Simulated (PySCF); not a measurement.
NMR data simulated for an unnamed compound:

¹H NMR (600 MHz, computed): δ 6.39 (td, J = 9.6, 1.8 Hz, 3H).

¹³C{¹H} NMR (computed): δ 165.3 (C, m), 96.5 (CH, m).

How the numbers were obtained: B3LYP/pcJ-1 coupling constants (spin–dipole term only in couplings to heteroatoms), KT3/pcSseg-2 with gauge-including orbitals, PBE0-D3(BJ)/def2-SVP geometry, in PySCF 2.14.0 with density-fitted response routines (isolated molecule, a single conformation, rapidly exchanging positions averaged, relativity neglected).

Scale: ¹H (σ = 31.35 ppm), ¹³C (σ = 181.31 ppm) vs TMS (reference shieldings calculated alike).

Problem. Which of these does the molecule contain: a (CH3)2CH unit, an aldehyde, a benzene ring, an amide?

Solution. 
- A (CH3)2CH unit: no.
- An aldehyde: no.
- A benzene ring: yes.
- An amide: no.

The data belong to 1,3,5-trifluorobenzene, C6H3F3; they needn't prove each group on their own.

Carbon signals by region: 1 in the far downfield region (above 160 ppm), 1 at 50–100 ppm. Above 160 ppm: 165.3, aromatic carbon bearing fluorine.

C–F couplings over four or more bonds (about 3 Hz to the para carbon of a fluoroarene) are left out. Common functionals overestimate the size of one-bond C–F couplings by tens of Hz; these are unscaled. Splittings below 1 Hz are ignored in the labels, and close J values are merged. Couplings among chemically equivalent protons are left out too, so labels in AA′BB′ or AA′XX′ sets are apparent multiplicities. Shifts are as computed, not scaled to solution data. Of 1211 compounds with measured shifts, 218 miss one by over three times the rms of a fit or turn the order of signals round; such compounds aren't used in these exercises.
